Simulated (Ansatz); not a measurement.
`CC([SiH3])[AsH2]` + H₂ → `[SiH3]C[AsH2]` + CH₄ at 298.15 K and 1 bar (hydrogenolysis of a C–C bond).

Isolated molecules relaxed with PBE0-D4/def2-TZVP in Ansatz; ΔE leaves out vibrations. CBS: MP2 limit from def2 TZ/QZ plus the TZ coupled-cluster correction, frozen cores. This one scheme is used for every species. For As outer-core shells are correlated without core-valence functions, which leaves a few kJ/mol of doubt a bond. Scalar relativity is left out up to krypton.

```tsv
species	CCSD(T)/CBS energy (Eh)	H − E (kJ/mol)	S (J/(mol·K))
`CC([SiH3])[AsH2]`	-2605.59429	274.2	356.4
H₂	-1.17544	35.1	130.4
`[SiH3]C[AsH2]`	-2566.33655	196.2	326.8
CH₄	-40.46206	127.4	186.2
```

H − E and S are ideal-gas, rigid-rotor, harmonic terms from PBE0-D4/def2-TZVP, for one conformer and one mirror image of each species. For small species the MP2-based limit differs from directly extrapolated CCSD(T) by up to some mEh (0.8 for H₂); such offsets cancel only in part. 1 Eh = 2625.50 kJ/mol, R = 8.31446 J/(mol·K).

Task: By hand: ΔE, ΔH, ΔS and ΔG.

Result: ΔE = (-2566.33655) + (-40.46206) − (-2605.59429) − (-1.17544) = -0.02888 Eh = -75.8 kJ/mol. Δ(H − E) = 196.2 + 127.4 − 274.2 − 35.1 = 14.3, so ΔH = -61.5 kJ/mol. ΔS = 326.8 + 186.2 − 356.4 − 130.4 = 26.2 J/(mol·K). ΔG = -61.5 − 298.15 × (26.2)/1000 = -69.3 kJ/mol.

Task: By hand: the equilibrium constant, and the temperature at which ΔG would vanish if ΔH and ΔS stayed fixed.

Result: log₁₀ K = −ΔG/(RT ln 10) = 12.1. ΔH and −TΔS have one sign here, so there is no such temperature.

ΔH outweighs TΔS. A doubt of 5 kJ/mol in ΔE shifts log₁₀ K by 0.9 here. Other conformers and mirror images would add mixing entropy, several J/(mol·K) or more a flexible species. These are equilibria of isolated gas molecules and say nothing of rates. Largest T1 diagnostic: 0.011 (customary marks: 0.02 for closed shells, 0.045 for open ones).
